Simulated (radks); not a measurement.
The numbers below are computed, except where a source is named.
Question: Orbital eigenvalues (eV) of the rubidium ion Rb+, [Kr], of relativity; Dirac values are averaged over j with weights 2j + 1. Spin-unpolarised spherical Kohn-Sham, BLYP, point nucleus unless stated (finite: rms radius 4.2036 fm), a radial shooting solver on a logarithmic mesh with Libxc functionals. A level marked "c x" has the speed of light scaled by that factor and shares open shells by 2j + 1; other Dirac levels either fill j = l - 1/2 first or share by 2j + 1.

shell  non-rel.
1s       -14752
2s      -1948.5
2p      -1769.9
3s      -292.38
3p      -227.99
3d      -111.88
4s      -36.317
4p      -21.472

Give the values at the level "Dirac, 2j+1 shares, finite nucleus".

Answer: 
shell  Dirac, 2j+1 shares, finite nucleus  change of magnitude (%)
1s                                 -15037                    +1.93
2s                                -2013.2                    +3.32
2p                                -1786.3                    +0.92
3s                                -303.28                    +3.73
3p                                -230.42                    +1.07
3d                                -109.57                    -2.06
4s                                -37.472                    +3.18
4p                                -21.481                    +0.05
